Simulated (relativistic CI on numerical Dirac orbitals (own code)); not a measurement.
Energy levels of Gd¹²⁺

Computed by Dirac-Coulomb-Breit CI, separate exchange-only KLI orbitals for each configuration, model QED (radiative potential, 1s self-energy scaled to tabulated hydrogen-like ionisation energies), unscaled Slater integrals (own radial code, finite nucleus).

CI space (outside the closed core [Kr] 4d10): 4f⁴5s², 4f⁶, 4f⁵5s, 4f³5s²5p, 4f⁴5s5p, 4f⁵5p, 4f³5s5p², 4f²5s²5p5d, 4f³5s²5d, 4f²5s²5p6s, 4f⁵6s, 4f³5s²6s, 4f³5s²6d, 4f³5s²7s, 4f³5s6s², 4f²5s²5p², 4f5s²5p³, 4f²5s5p³, 4f5s²5p²5d, 4f5s²5p²6s, 4f5s²5p²6d, 4f²5s²6s², 4f5s²5p6s², 4f²5s5p6s², 4f5s²5d6s², 4f5s²6s²6d. Double excitations out of closed p, d and f shells are left out; levels of such configurations are missing from the list, as are those of other unlisted configurations, and high levels can miss mixing partners.

The lowest level is 4f⁴5s² ⁵I4, with 97 % of that term; Hund's rules for 4f⁴5s² give ⁵I with J = 4, in agreement.

| No. | Configuration | Term | J | E (cm⁻¹) | % | Lifetime (s) |
| --- | --- | --- | --- | --- | --- | --- |
| 1 | 4f⁴5s² | ⁵I | 4 | 0.0 | 97 |  |
| 2 | 4f⁴5s² | ⁵I | 5 | 2831.7 | 98 | 7.28e-01 |
| 3 | 4f⁴5s² | ⁵I | 6 | 5867.3 | 98 | 4.70e-01 |
| 4 | 4f⁴5s² | ⁵I | 7 | 9008.3 | 97 | 4.87e-01 |
| 5 | 4f⁴5s² | ⁵I | 8 | 12190.2 | 95 | 7.88e-01 |
| 6 | 4f⁴5s² | ⁵F | 1 | 23285.2 | 94 |  |
| 7 | 4f⁴5s² | ⁵F | 2 | 24036.8 | 91 | 3.91e+01 |
| 8 | 4f⁴5s² | ⁵F | 3 | 25678.6 | 94 | 3.38e+00 |
| 9 | 4f⁴5s² | ⁵S | 2 | 27113.4 | 91 | 1.56e+01 |
| 10 | 4f⁴5s² | ⁵F | 4 | 27274.4 | 82 | 4.12e-01 |
| 11 | 4f⁴5s² | ³K | 6 | 28450.1 | 98 | 7.12e-02 |
| 12 | 4f⁴5s² | ⁵F | 5 | 29871.0 | 88 | 7.79e-01 |
| 13 | 4f⁴5s² | ³K | 7 | 30751.4 | 79 | 4.94e-02 |
| 14 | 4f⁴5s² | ³H | 4 | 31778.6 | 53 | 3.23e-02 |
| 15 | 4f⁴5s² | ³K | 8 | 33497.7 | 65 | 4.55e-02 |
| 16 | 4f⁴5s² | ⁵G | 2 | 33515.2 | 90 | 9.57e-01 |
| 17 | 4f⁴5s² | ⁵G | 3 | 33858.2 | 61 | 4.23e-01 |
| 18 | 4f⁴5s² | ³H | 5 | 36294.5 | 57 | 4.03e-02 |
| 19 | 4f⁴5s² | ⁵G | 4 | 37777.7 | 72 | 6.52e-02 |
| 20 | 4f⁴5s² | ³G | 3 | 39033.4 | 62 | 1.17e-01 |
| 21 | 4f⁴5s² | ³L | 7 | 40176.8 | 81 | 6.83e-02 |
| 22 | 4f⁴5s² | ³D | 2 | 40425.6 | 58 | 5.35e-02 |
| 23 | 4f⁴5s² | ⁵G | 5 | 41160.7 | 71 | 7.94e-02 |
| 24 | 4f⁴5s² | ³H | 6 | 41626.9 | 54 | 6.60e-02 |
| 25 | 4f⁴5s² | ³L | 8 | 42146.5 | 60 | 1.20e-01 |
| 26 | 4f⁴5s² | ³D | 1 | 42511.2 | 48 | 6.20e-02 |
| 27 | 4f⁴5s² | ³L | 9 | 43750.8 | 74 | 1.66e-01 |
| 28 | 4f⁴5s² | ³M | 8 | 43757.0 | 46 | 1.01e-01 |
| 29 | 4f⁴5s² | ³G | 4 | 44308.9 | 57 | 3.95e-02 |
| 30 | 4f⁴5s² | ⁵G | 6 | 44632.2 | 54 | 1.12e-01 |

Energies count from the lowest computed level; lifetimes are radiative, by E1, M1, E2, M2, E3 decay to levels of this space only; some are left blank where a channel outside the calculation adds to the decay or the decay crosses a small, uncertain gap.

The mean weight of the leading LS term, summed over parents, in these 30 levels is 75 %, and that of the leading jj configuration (from the same eigenvectors) 55 %, so LS coupling describes them better.

At this charge energies of transitions that change n are usually good to better than 1 %, and those within a shell (Δn = 0) to a few per cent. Terms inside the open d or f shell come out 10 to 20 % too wide with unscaled integrals. Levels and lines within the n = 5 or 6 shells can be off by up to 10 % or somewhat more, and those that change n by about 2 %, since core polarisation is missing.

Landé's interval rule says that E(J) − E(J−1) = AJ with one A. For the ground term the intervals give A = 566.3, 505.9, 448.7, 397.7 cm⁻¹ for J = 5, 6, 7, 8; the multiplet is regular.

LS names give the leading component of a level, which can be under half, so a name can repeat, a term be missing and a line seem to break the LS rules.
